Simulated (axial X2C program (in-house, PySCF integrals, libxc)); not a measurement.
Which molecule has these constants?

Computed with an axial X2C code built on PySCF integrals, spin-free (one-electron X2C) or two-component (2c: spin–orbit coupling with atomic mean-field Coulomb and Gaunt terms, which also bring small scalar terms), in Dyall basis sets with cores contracted in-house; open shells are unrestricted.

A two-component PBE0 calculation in a Dyall 3-zeta basis gave Re = 4.653 Å, ωe = 54.5 cm⁻¹, De = 0.21 eV, dipole magnitude 3.40 D, Ω = 1/2.

Question: Which molecule is it?
A. CsMg
B. CsCa
C. CsBe

Answer: B. The others have CsBe 3.720 Å and 143.1 cm⁻¹ (Ω = 1/2); CsMg 4.306 Å and 62.3 cm⁻¹ (Ω = 1/2).

Each entry is the lowest single determinant of a limited PBE0 search at one distance. De goes to single-determinant-based atoms at the same level (for ions the charge split of lowest energy) and is withheld (n/a) where an atom does not fit its ground term or J level. Main or longest-lived isotopes.
